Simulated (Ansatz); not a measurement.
**Nudged elastic band run: C₃H₄OTe**

Input:

```yaml
crystal:
  periodic: [false, false, false]
  atoms:
    - { symbol: Te, position_ang: [-0.708738, 1.762691, -1.956825] }
    - { symbol: C, position_ang: [-0.143468, 0.346123, -0.495785] }
    - { symbol: C, position_ang: [0.988103, -0.276239, -0.101747] }
    - { symbol: C, position_ang: [0.119333, -1.079204, 0.830227] }
    - { symbol: O, position_ang: [-1.062397, -0.327662, 0.32117] }
    - { symbol: H, position_ang: [-1.383581, 2.795922, -0.804715] }
    - { symbol: H, position_ang: [2.046404, -0.210313, -0.326186] }
    - { symbol: H, position_ang: [-0.011782, -2.147682, 0.607364] }
    - { symbol: H, position_ang: [0.244726, -0.909936, 1.909299] }
basis:
  gaussian: { orbitals: def2-mTZVP }
hamiltonian:
  xc: pbe
neb:
  order_check: false
  images: 5
  f_tol: 0.05
  max_iterations: 60
  final_atoms:
    - { symbol: Te, position_ang: [-0.3953574, 2.4787843, -1.06579622] }
    - { symbol: C, position_ang: [-0.03605036, 0.58819466, -0.19537493] }
    - { symbol: C, position_ang: [0.98052597, -0.29777128, -0.12780721] }
    - { symbol: C, position_ang: [0.11497171, -1.08736794, 0.81878998] }
    - { symbol: O, position_ang: [-0.93934987, -0.04457433, 0.66995524] }
    - { symbol: H, position_ang: [-1.76601855, 1.92618206, -1.8825818] }
    - { symbol: H, position_ang: [1.96120376, -0.41269157, -0.57467502] }
    - { symbol: H, position_ang: [-0.25763214, -2.06058742, 0.46810077] }
    - { symbol: H, position_ang: [0.42630688, -1.13646849, 1.8721912] }
  initial_path:
    images:
      - { positions_ang: [[-0.708738, 1.762691, -1.956825], [-0.143468, 0.346123, -0.495785], [0.988103, -0.276239, -0.101747], [0.119333, -1.079204, 0.830227], [-1.062397, -0.327662, 0.32117], [-1.383581, 2.795922, -0.804715], [2.046404, -0.210313, -0.326186], [-0.011782, -2.147682, 0.607364], [0.244726, -0.909936, 1.909299]] }
      - { positions_ang: [[-0.95180376, 1.80177294, -1.75081933], [-0.31027152, 0.33758826, -0.41196992], [0.86431457, -0.1985482, -0.05875266], [0.13768399, -1.0913312, 0.8048906], [-1.10481321, -0.48038014, 0.36984579], [-0.86357219, 2.70332995, -1.09902964], [1.91903857, -0.02627726, -0.27965094], [0.1254567, -2.12986493, 0.50402654], [0.27256686, -0.96258942, 1.90426157]] }
      - { positions_ang: [[-1.19486953, 1.84085488, -1.54481366], [-0.47707504, 0.32905351, -0.32815484], [0.74052613, -0.1208574, -0.01575833], [0.15603497, -1.10345839, 0.7795542], [-1.14722941, -0.63309828, 0.41852159], [-0.34356338, 2.6107379, -1.39334429], [1.79167314, 0.15775848, -0.23311589], [0.2626954, -2.11204786, 0.40068907], [0.30040772, -1.01524284, 1.89922414]] }
      - { positions_ang: [[-1.43793529, 1.87993682, -1.338808], [-0.64387856, 0.32051877, -0.24433975], [0.6167377, -0.0431666, 0.02723601], [0.17438596, -1.11558559, 0.7542178], [-1.18964562, -0.78581642, 0.46719738], [0.17644543, 2.51814585, -1.68765893], [1.66430771, 0.34179422, -0.18658083], [0.3999341, -2.09423079, 0.29735161], [0.32824858, -1.06789625, 1.89418671]] }
      - { positions_ang: [[-1.09040933, 2.07955264, -1.24780407], [-0.44126916, 0.40974406, -0.22801815], [0.73800045, -0.12803483, -0.02444506], [0.15458121, -1.10617971, 0.77574186], [-1.1062137, -0.53873572, 0.53478333], [-0.47104257, 2.32082459, -1.75263322], [1.76327306, 0.09029896, -0.31594556], [0.18074535, -2.08301633, 0.354268], [0.36093468, -1.09075366, 1.88685487]] }
      - { positions_ang: [[-0.74288336, 2.27916847, -1.15680015], [-0.23865976, 0.49896936, -0.21169654], [0.85926321, -0.21290305, -0.07612613], [0.13477646, -1.09677382, 0.79726592], [-1.02278179, -0.29165503, 0.60236929], [-1.11853056, 2.12350332, -1.81760751], [1.86223841, -0.1611963, -0.44531029], [-0.0384434, -2.07180188, 0.41118438], [0.39362078, -1.11361108, 1.87952304]] }
      - { positions_ang: [[-0.3953574, 2.4787843, -1.06579622], [-0.03605036, 0.58819466, -0.19537493], [0.98052597, -0.29777128, -0.12780721], [0.11497171, -1.08736794, 0.81878998], [-0.93934987, -0.04457433, 0.66995524], [-1.76601855, 1.92618206, -1.8825818], [1.96120376, -0.41269157, -0.57467502], [-0.25763214, -2.06058742, 0.46810077], [0.42630688, -1.13646849, 1.8721912]] }
```

Launched with:

```bash
$ ansatz run input.yaml --threads 2 --pin off --max-ram 3072MiB --backend cpu --events-out ev --progress --plain --runs-dir out
```

Output, in part (warnings, iteration lines, the closing report on the highest movable image, with atoms numbered from 0):

```
NEB end point (image 0): max|allowed force component| = 7.938e-3 eV/Å (the criterion of neb.relax_end_points is 1.000e-2)
NEB end point (image 6): max|allowed force component| = 2.873e-3 eV/Å (the criterion of neb.relax_end_points is 1.000e-2)
NEB iter   1: max|band force component| = 1.271e2 eV/Å  barrier→ = 34.9665 eV  barrier← = 34.9665 eV  Δτ_max = 0.2000 Å  (226 SCF iters)
NEB iter   2: max|band force component| = 7.149e1 eV/Å  barrier→ = 17.7652 eV  barrier← = 17.7652 eV  Δτ_max = 0.1987 Å  (184 SCF iters)
NEB iter   3: max|band force component| = 3.624e1 eV/Å  barrier→ = 8.0999 eV  barrier← = 8.0999 eV  Δτ_max = 0.1981 Å  (172 SCF iters)
NEB iter   4: max|band force component| = 1.750e1 eV/Å  barrier→ = 3.1258 eV  barrier← = 3.1258 eV  Δτ_max = 0.1997 Å  (184 SCF iters)
NEB iter   5: max|band force component| = 7.629e0 eV/Å  barrier→ = 0.9972 eV  barrier← = 0.9972 eV  Δτ_max = 0.1525 Å  (178 SCF iters)
NEB iter   6: max|band force component| = 2.648e0 eV/Å  barrier→ = 0.3054 eV  barrier← = 0.3054 eV  Δτ_max = 0.1941 Å  (176 SCF iters)
NEB iter   7: max|band force component| = 9.365e-1 eV/Å  barrier→ = 0.1396 eV  barrier← = 0.1396 eV  Δτ_max = 0.2000 Å  (170 SCF iters)
NEB iter   8: max|band force component| = 4.132e-1 eV/Å  barrier→ = 0.0624 eV  barrier← = 0.0624 eV  CI = image 5  Δτ_max = 0.1730 Å  (167 SCF iters)
NEB iter   9: max|band force component| = 9.042e-1 eV/Å  barrier→ = 0.0386 eV  barrier← = 0.0387 eV  CI = image 4  Δτ_max = 0.1982 Å  (162 SCF iters)
NEB iter  10: max|band force component| = 3.776e-1 eV/Å  barrier→ = 0.0380 eV  barrier← = 0.0380 eV  CI = image 4  Δτ_max = 0.0243 Å  (158 SCF iters)
NEB iter  11: max|band force component| = 2.040e-1 eV/Å  barrier→ = 0.0358 eV  barrier← = 0.0358 eV  CI = image 4  Δτ_max = 0.0246 Å  (168 SCF iters)
NEB iter  12: max|band force component| = 9.026e-2 eV/Å  barrier→ = 0.0337 eV  barrier← = 0.0337 eV  CI = image 4  Δτ_max = 0.0066 Å  (168 SCF iters)
NEB iter  13: max|band force component| = 4.025e-2 eV/Å  barrier→ = 0.0336 eV  barrier← = 0.0336 eV  CI = image 4  Δτ_max = 0.0000 Å  (445 SCF iters)
Total energy: -12509.23560248 eV, -459.7059293266 hartree
Atom 0 at    -1.300925     2.241730    -0.891986 Å, force     0.004590    -0.003108    -0.003879 eV/Å
Atom 1 at    -0.373166     0.512971    -0.087821 Å, force    -0.011271     0.002251    -0.001820 eV/Å
Atom 2 at     0.845826    -0.049264     0.049806 Å, force     0.006776    -0.009545     0.005999 eV/Å
Atom 3 at     0.146888    -1.175918     0.766166 Å, force    -0.008839     0.021335    -0.006487 eV/Å
Atom 4 at    -1.144800    -0.459955     0.561970 Å, force     0.009193    -0.002134     0.000210 eV/Å
Atom 5 at    -0.404464     2.126662    -2.313900 Å, force    -0.000755     0.000445     0.002418 eV/Å
Atom 6 at     1.868998     0.198386    -0.206722 Å, force    -0.003154     0.004594    -0.001797 eV/Å
Atom 7 at     0.099112    -2.153083     0.264399 Å, force    -0.001259    -0.001940     0.003059 eV/Å
Atom 8 at     0.351132    -1.287829     1.840889 Å, force     0.004718    -0.011898     0.002296 eV/Å
Dipole moment:     0.293562    -0.072909    -0.015933 e Å
```

The forces met the threshold. Beside the main top the profile has a ripple of under 15 meV (maxima at images 2, 4), which may be a very shallow well or noise. A vibrational analysis at the climbing image gives one clearly imaginary mode, 83i cm⁻¹: a first-order saddle point.

Final band (atoms are numbered from 1 in the order of the input):

```
image  path coordinate (Å)  energy (eV)  dihedral H6–Te1–C2–O5 (°)
    0                 0.00        0.000                         62
    1                 0.85        0.021                        102
    2                 1.70        0.033                        144
    3                 2.55        0.026                       -176
    4                 3.41        0.034                       -136
    5                 4.18        0.019                        -98
    6                 4.96        0.000                        -62
```

The run took 2.6 min on 2 threads of Arm Neoverse V2, with other jobs on the host, peak memory 0.17 GiB.
